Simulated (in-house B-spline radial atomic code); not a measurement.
A fraction x of an electron is removed from 5p in neutral xenon, starting from [Kr] 4d10 5s2 5p6 and keeping the highest spin. All numbers are computed (scalar-relativistic (X2C) OLYP, spin-polarised, spherical fractional occupations; Fermi nucleus of rms radius 4.7859 fm) with a B-spline radial code for spherical atoms, not measured.

| x | E(x) - E(0) (eV) | 5p down level (eV) |
| --- | --- | --- |
| 0 | 0.0000 | -8.123 |
| 0.02 | 0.1641 | -8.283 |
| 0.14 | 1.2157 | -9.247 |
| 0.32 | 3.0122 | -10.718 |
| 0.42 | 4.1254 | -11.547 |
| 0.5 | 5.0758 | -12.215 |
| 0.62 | 6.6022 | -13.226 |
| 0.64 | 6.8684 | -13.396 |
| 0.79 | 8.9737 | -14.676 |
| 0.97 | 11.7550 | -16.231 |
| 1 | 12.2459 | -16.492 |

The exact functional would give a straight line between the two integer points. Deviations E(x) - E(0) - x[E(1) - E(0)], in eV: -0.081 at x = 0.02, -0.499 at x = 0.14, -0.906 at x = 0.32, -1.018 at x = 0.42, -1.047 at x = 0.5, -0.99 at x = 0.62, -0.969 at x = 0.64, -0.701 at x = 0.79, -0.124 at x = 0.97.

The curve lies below the straight line by up to 1.047 eV (at x = 0.5): convex, the delocalisation error that favours fractional charges.

Problem. How well does Slater's transition state (minus the level at half occupation) give the ionisation energy?

Solution. It gives 12.215 eV against 12.246 eV from the two total energies; NIST lists 12.13 eV, ground level to ground level.
